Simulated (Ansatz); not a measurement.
Two isomers of Cl2FH3OSi2: A = `O[Si@H](Cl)[Si@H](F)Cl`, B = `F[SiH](Cl)O[SiH2]Cl`.

Computed with Ansatz on PBE0-D4/def2-TZVP structures; ΔE is electronic, products minus reactants. CCSD(T)/CBS is the MP2 limit (def2-TZVPP, def2-QZVPP) plus CCSD(T) − MP2 in def2-TZVPP, frozen cores. Functionals use def2-TZVPP. B3LYP here is the variant with VWN-RPA as its local correlation; programs differ in this. One conformer a species, not always the lowest.

Question: Which isomer does CCSD(T)/CBS put lower? Give the gap. (Best estimate.)

Answer: Ansatz gave: B, by 150.5 kJ/mol.

Question: Give E(B) − E(A) in kJ/mol with PBE-D4, HF/def2-TZVPP, PBE0-D4, MP2/def2-TZVPP, r2SCAN-D4, B3LYP, B3LYP-D4. (Best estimate.)

Answer: Computed: PBE-D4 -117.8, HF/def2-TZVPP -175.8, PBE0-D4 -130.6, MP2/def2-TZVPP -158.0, r2SCAN-D4 -142.7, B3LYP -144.1, B3LYP-D4 -144.5. None reverses the order clearly.

Largest T1 diagnostic: 0.011.

In def2-TZVPP, CCSD(T) changes the Hartree–Fock value by +23.4 kJ/mol (the triples alone add +3.8 kJ/mol) and MP2 by +17.8 kJ/mol. From PBE to PBE0 (25 % exact exchange), in def2-TZVPP and without D4, E(B) − E(A) moves by −12.9 kJ/mol.
